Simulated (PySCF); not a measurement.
Job for PySCF: R-HF/STO-3G on CH4OSe (SMILES CO[SeH]), a point of a torsion scan.

```python
from pyscf import gto, scf, dft, mp
from pyscf.data.elements import chemcore

mol = gto.M(
    atom='''
    C    -0.83896839   -0.17696883    0.08123966
    O     0.10705723    0.70218522   -0.48899930
    Se    0.26624001    0.80259476   -2.29401000
    H    -1.15158134   -0.96749558   -0.60367650
    H    -1.72332097    0.38013746    0.40227294
    H    -0.36427445   -0.63028693    0.95353257
    H     1.25387521   -0.27343982   -2.43443380
    ''',
    basis='sto-3g',
    charge=0, spin=0, verbose=3, max_memory=1800)
mf = scf.RHF(mol)
mf.conv_tol = 1e-8
mf.max_cycle = 100
mf.kernel()
if not mf.converged:
    mf = mf.newton().run(mf.mo_coeff, mf.mo_occ)
```

The log:

```
converged SCF energy = -2487.08267268744
```

The calculation finished and met its thresholds.

Cost: around 0.5 core-seconds (rough).
